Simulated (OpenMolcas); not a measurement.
**Setting up C2F3Si (SMILES [C]#C[Si](F)(F)F) in OpenMolcas**

C2F3Si has 6 atoms, charge 0, and is taken as a doublet. SMILES: `[C]#C[Si](F)(F)F`. The coordinates come from a PBE0-D4/def2-TZVP relaxation.

```xyz
6

C    -0.3302   -2.3612    0.7032
C    -0.1658   -1.2148    0.3565
Si    0.0786    0.4884   -0.1586
F    -1.0119    0.9062   -1.2049
F     1.4911    0.6645   -0.8160
F    -0.0198    1.4529    1.0736
```

Settings wanted:

* method: HF
* reference: UHF
* integral approximation: none
* symmetry: none
* basis set: cc-pVDZ
* task: gradient
* nucleus: point
* SCF convergence threshold: 1e-10

**Question.** Write the OpenMolcas 26.06 input and the command.

**Answer.** One that was run (others would do as well):

geom.xyz:
```
6

C     -0.330200    -2.361200     0.703200
C     -0.165800    -1.214800     0.356500
Si     0.078600     0.488400    -0.158600
F     -1.011900     0.906200    -1.204900
F      1.491100     0.664500    -0.816000
F     -0.019800     1.452900     1.073600
```

mol.input:
```
* C2F3Si Hartree-Fock

&GATEWAY
 BasLib = $CurrDir
 Coord = geom.xyz
 Basis = cc-pVDZ
 Group = NoSym

&SEWARD

&SCF
 UHF
 Spin = 2
 Thresholds = 1e-10 1e-07 1e-07 1e-05
 PrOrbitals = 1

&ALASKA
```

```bash
$ export MOLCAS_MEM=1860
$ pymolcas mol.input > mol.log
```

(Basis files named in the input come from the Basis Set Exchange and aren't shown.)

Calculated total energy: -663.04081 Eh, largest force 1.858 eV/Å. The reference is spin-contaminated (⟨S²⟩ = 1.18). The shape is far from stationary at this level.
